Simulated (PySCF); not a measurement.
C2H9BN2, SMILES CNBNC. Geometry optimised at PBE-D3(BJ)/def2-SVP. The structure was generated by enumeration, and PubChem lists no compound with its InChIKey, so it may never have been made. Other conformers were not sampled.

Question: Give the equilibrium geometry at PBE-D3(BJ)/def2-SVP (PySCF confirms it by a frequency run) as a Z-matrix. (An estimate is asked for; the answer gives what the named calculation found.)

Answer: One answer among several that fit: 
```
B
N 1 1.4205
H 2 1.0222 1 119.80
N 1 1.4241 2 122.97 3 2.89
H 4 1.0186 1 117.75 2 -174.89
C 2 1.4455 3 114.05 1 179.48
H 6 1.1073 2 109.29 3 178.71
H 6 1.1145 7 107.35 2 122.52
H 6 1.1148 7 107.24 8 114.80
C 4 1.4456 5 114.94 1 -175.03
H 10 1.1101 4 111.50 5 -33.38
H 10 1.1116 11 106.30 4 120.62
H 10 1.1170 11 107.11 12 114.16
H 1 1.2207 2 118.72 3 -177.51
```
